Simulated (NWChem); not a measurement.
# diantimony (Sb₂); SMILES [Sb]#[Sb]

Results from NWChem. All runs use the structure optimised with PBE0/def2-SVP. def2 effective core potentials on Sb; no spin-orbit coupling. Static field.

What does the run give for PBE/def2-SVPD? Quantities: isotropic polarisability (bohr³); anisotropy (bohr³).


```
Quantity                          Value
--------------------------------  -----
isotropic polarisability (bohr³)   91.4
anisotropy (bohr³)                 67.0
```
